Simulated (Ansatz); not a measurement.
Reaction (substitution at a C–Si bond): `C=C(F)[SiH2][SeH]` + H₂Se → `C=C(F)[SeH]` + `[SiH3][SeH]`

Isolated molecules relaxed with PBE0-D4/def2-TZVP in Ansatz; ΔE leaves out vibrations. CBS: MP2 limit from def2 TZ/QZ plus the TZ coupled-cluster correction, frozen cores. Functionals use def2-TZVPP. B3LYP here is the variant with VWN-RPA as its local correlation; programs differ in this. For Se outer-core shells are correlated without core-valence functions, which leaves a few kJ/mol of doubt a bond. Scalar relativity is left out up to krypton. One conformer a species, not always the lowest.

`C=C(F)[SiH2][SeH]`:

Cartesian coordinates in Å:
```
C -0.151 -0.366 1.752
C -0.246 0.466 0.726
F -0.185 1.796 0.942
Si -0.458 -0.048 -1.063
Se 1.264 0.655 -2.370
H -0.026 -0.008 2.768
H -0.200 -1.433 1.581
H -0.594 -1.525 -1.058
H -1.653 0.601 -1.654
H 2.249 -0.139 -1.624
```

H₂Se:

Z-matrix (Å, degrees):
```
Se
H 1 1.467
H 1 1.467 2 91.2
```

`C=C(F)[SeH]`:

```xyz
7

C    -1.059   -0.445   -0.200
C     0.016    0.303   -0.028
F     0.151    1.472   -0.660
Se    1.418   -0.086    1.192
H    -1.873   -0.096   -0.823
H    -1.134   -1.409    0.281
H     2.481    0.262    0.238
```

`[SiH3][SeH]`:

```xyz
6

Si    0.427   -0.385   -0.033
Se   -1.711    0.347    0.264
H     0.923   -0.075   -1.397
H     0.356   -1.853    0.158
H     1.348    0.214    0.965
H    -1.344    1.752    0.043
```

```csv
level,ΔE (kJ/mol),difference from CCSD(T)/CBS
r2SCAN-D4,40.7,-3.3
B3LYP-D4,42.8,-1.2
ωB97M-V,43.7,-0.3
B2PLYP,40.2,-3.8
B3LYP,39.5,-4.5
CCSD/def2-TZVPP,42.4,-1.6
HF/def2-QZVPP,45.5,1.5
MP2/def2-QZVPP,40.5,-3.5
SCS-MP2/def2-QZVPP,40.0,-4.0
CCSD/CBS(def2),45.1,1.1
CCSD(T)/CBS,44.0,0
```

Largest T1 diagnostic among the species: 0.011.

In def2-TZVPP, CCSD(T) changes the Hartree–Fock value by −4.0 kJ/mol (the triples alone add −1.0 kJ/mol) and MP2 by −6.5 kJ/mol. The D4 term adds +3.3 kJ/mol with B3LYP and +2.3 kJ/mol with PBE0; it sums over pairs of atoms, weighted by their polarisabilities, and B3LYP, whose exchange is more repulsive, gets the larger term.
